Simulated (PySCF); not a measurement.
H₃As, SMILES [AsH3], singlet (B3LYP/def2-SVP optimised geometry):

```
4

As    -0.739    -0.765     0.000
H     -0.792     0.765     0.000
H      0.792    -0.765     0.000
H     -0.792    -0.820    -1.529
```

Level of theory: PySCF with B3LYP/def2-TZVP.

Question: What are the frontier orbital energies and the dipole moment?

Answer: HOMO-2 -10.00 eV, HOMO-1 -10.00 eV, HOMO -7.64 eV, LUMO 0.37 eV, LUMO+1 0.37 eV; dipole moment 0.21 D.

On the same geometry PBE/def2-TZVP run with PySCF gives HOMO-2 -8.92 eV, HOMO-1 -8.92 eV, HOMO -6.70 eV, LUMO -0.23 eV, LUMO+1 -0.23 eV; dipole moment 0.27 D.

Meta-Löwdin charges at B3LYP/def2-TZVP: As1 0.02, H2 -0.01, H3 -0.01, H4 -0.01.
